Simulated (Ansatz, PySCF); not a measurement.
Spin states of F2Ti (SMILES [F][Ti][F]), each relaxed with B3LYP-D3(BJ)/def2-TZVP.
State 1 (charge 0, multiplicity 3):
```
atom    x (Å)    y (Å)    z (Å)
----  -------  -------  -------
Ti     0.3845   0.0816  -0.0232
F     -0.4173   1.2411  -1.1471
F     -0.0004  -1.2752   1.1000
```
State 2 (charge 0, multiplicity 1):
```xyz
3

Ti    -0.0108     0.0159    -0.0234
F     -0.2361     1.3733    -1.2358
F      0.2138    -1.3417     1.1889
```

Singlets are restricted, other states unrestricted; no spin–orbit coupling, no relativity up to Kr; see below for the cores. The largest T1 diagnostic is 0.026.

Correlated levels freeze the inner cores; with def2 sets outer-core shells near the valence are correlated too. CBS: X⁻³ extrapolation of the correlation energy, Hartree–Fock from the larger set.

Codes used: Ansatz (a quantum-chemistry and plane-wave program) with Gaussian orbitals; PySCF for the dispersion terms. Values without a source in brackets are computed.

```tsv
level	energy of the multiplicity-1 state less that of the multiplicity-3 state (kcal/mol)
SVWN5/def2-TZVPP	30.50
BLYP/def2-TZVPP	28.19
BLYP-D3(BJ)/def2-TZVPP	28.22
r2SCAN/def2-TZVPP	35.53
BHLYP/def2-TZVPP	___
CAM-B3LYP/def2-TZVPP	24.58
CAM-B3LYP-D4/def2-TZVPP	24.60
wB97X-V/def2-TZVPP	20.53
CCSD(T)/CBS(def2-SVP, def2-TZVPP)	20.77
```

Q: Fill in the missing entries.

A: 
- BHLYP/def2-TZVPP, energy of the multiplicity-1 state less that of the multiplicity-3 state (kcal/mol): 23.35

Doubts at one or more of the structures used: a restricted determinant that unrestricted orbitals would lower (CCSD(T)/CBS(def2-SVP, def2-TZVPP)).
